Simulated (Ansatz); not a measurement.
Cost and result for the atomization energy of CH3NO2Si (`O=C=N[SiH2]O`) (8 atoms, 7 bonds).

```xyz
8

O    -1.058    2.361   -1.898
C    -0.646    1.423   -1.347
N    -0.192    0.456   -0.813
Si    0.023   -0.813    0.315
O     0.681   -0.274    1.711
H    -1.295   -1.369    0.676
H     0.895   -1.806   -0.351
H     1.592    0.022    1.707
```

Total charge 0; spin multiplicity 1. The structure was optimised at the PBE0-D4/def2-TZVP level. It is one conformer, not always the lowest. Program: Ansatz. All runs use 2 threads of an Intel Xeon Platinum 8259CL on a shared host. Times are those of one run each, without the atoms' runs, and a repeat can differ threefold. Electronic energies, without spin–orbit coupling; frozen cores. CCSD(T)/CBS adds CCSD(T) − MP2 in def2-TZVPP to the MP2 limit, and its time is that of the two runs behind it. T1 = 0.015. B3LYP takes the VWN-RPA correlation (the form of Gaussian; ORCA's B3LYP/G).

CCSD(T)/CBS is a level of theory with its own doubt, some kJ/mol a heavy atom from the limit and from the frozen cores, so smaller differences don't rank the functionals.

| level | functions | wall time | atomization (kJ/mol) | difference from CCSD(T)/CBS | per bond |
| --- | --- | --- | --- | --- | --- |
| BLYP-D4/def2-TZVPP | 208 | 2.4 s | 3430.2 | 50.0 | 7.1 |
| revPBE-D4/def2-TZVPP | 208 | 2.4 s | 3389.1 | 8.9 | 1.3 |
| PBE-D4/def2-TZVPP (with forces) | 208 | 3.2 s | 3497.9 | 117.7 | 16.8 |
| PBE0-D4/def2-TZVPP | 208 | 3.5 s | 3375.1 | -5.1 | -0.7 |
| BHLYP-D4/def2-TZVPP | 208 | 3.6 s | 3223.7 | -156.5 | -22.4 |
| CCSD(T)/def2-SVP | 89 | 4.1 s | 3128.1 | -252.1 | -36.0 |
| r2SCAN-D4/def2-TZVPP (with forces) | 208 | 5.5 s | 3397.6 | 17.4 | 2.5 |
| B3LYP-D4/def2-TZVPP (with forces) | 208 | 5.5 s | 3389.1 | 8.9 | 1.3 |
| B2PLYP/def2-TZVPP | 208 | 6 s | 3363.9 | -16.3 | -2.3 |
| PBE-QIDH/def2-TZVPP | 208 | 6.5 s | 3340.7 | -39.5 | -5.6 |
| MP2/def2-QZVPP | 388 | 21 s | 3463.4 | 83.2 | 11.9 |
| CCSD(T)/def2-TZVPP | 208 | 74 s | 3266.9 | -113.3 | -16.2 |
| CCSD(T)/CBS(def2) | – | 95 s | 3380.2 | 0.0 | 0.0 |

In def2-TZVPP, CCSD(T) changes the Hartree–Fock value by +982.0 kJ/mol (the triples alone add +74.7 kJ/mol) and MP2 by +1110.5 kJ/mol; breaking electron pairs costs correlation energy, which Hartree–Fock lacks. From BLYP to BHLYP (50 % exact exchange), in def2-TZVPP and without D4, the atomization energy moves by −191.7 kJ/mol: exact exchange takes away binding that semilocal exchange gives to molecules. The D4 term adds +23.4 kJ/mol with B3LYP and +12.2 kJ/mol with PBE0; it sums over pairs of atoms, weighted by their polarisabilities, and B3LYP, whose exchange is more repulsive, gets the larger term.
